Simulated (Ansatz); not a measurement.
`O[SiH2]C#C[SiH2]F` + H₂ → `O[SiH3]` + `C#C[SiH2]F` at 700 K and 1 bar (hydrogenolysis of the Si–C bond).

Gas-phase electronic energies from Ansatz, PBE0-D4/def2-TZVP geometries. CBS: MP2 limit from def2 TZ/QZ plus the TZ coupled-cluster correction, frozen cores. This one scheme is used for every species. One conformer a species, not always the lowest.

```tsv
species	CCSD(T)/CBS energy (Eh)	H − E (kJ/mol)	S (J/(mol·K))
`O[SiH2]C#C[SiH2]F`	-832.30797	255.5	540.0
H₂	-1.17544	46.8	155.3
`O[SiH3]`	-366.69042	144.6	321.6
`C#C[SiH2]F`	-466.78369	159.3	383.1
```

H − E and S are ideal-gas, rigid-rotor, harmonic terms from PBE0-D4/def2-TZVP, for one conformer and one mirror image of each species. For small species the MP2-based limit differs from directly extrapolated CCSD(T) by up to some mEh (0.8 for H₂); such offsets cancel only in part. 1 Eh = 2625.50 kJ/mol, R = 8.31446 J/(mol·K).

Question: By hand: ΔE, ΔH, ΔS and ΔG.

Answer: ΔE = (-366.69042) + (-466.78369) − (-832.30797) − (-1.17544) = 0.00930 Eh = 24.4 kJ/mol. Δ(H − E) = 144.6 + 159.3 − 255.5 − 46.8 = 1.6, so ΔH = 26.0 kJ/mol. ΔS = 321.6 + 383.1 − 540.0 − 155.3 = 9.4 J/(mol·K). ΔG = 26.0 − 700 × (9.4)/1000 = 19.4 kJ/mol.

Question: By hand: the equilibrium constant, and the temperature at which ΔG would vanish if ΔH and ΔS stayed fixed.

Answer: log₁₀ K = −ΔG/(RT ln 10) = -1.4. ΔG = 0 at ΔH/ΔS = 2766 K, far beyond where these terms or the molecules hold.

The number of gas molecules stays the same, so ΔS is small and ΔH decides. A doubt of 5 kJ/mol in ΔE shifts log₁₀ K by 0.4 here. Other conformers and mirror images would add mixing entropy, several J/(mol·K) or more a flexible species. Modes under 60 cm⁻¹, often nearly free rotors, make the harmonic entropy too high. These are equilibria of isolated gas molecules and say nothing of rates. Largest T1 diagnostic: 0.012 (customary marks: 0.02 for closed shells, 0.045 for open ones).
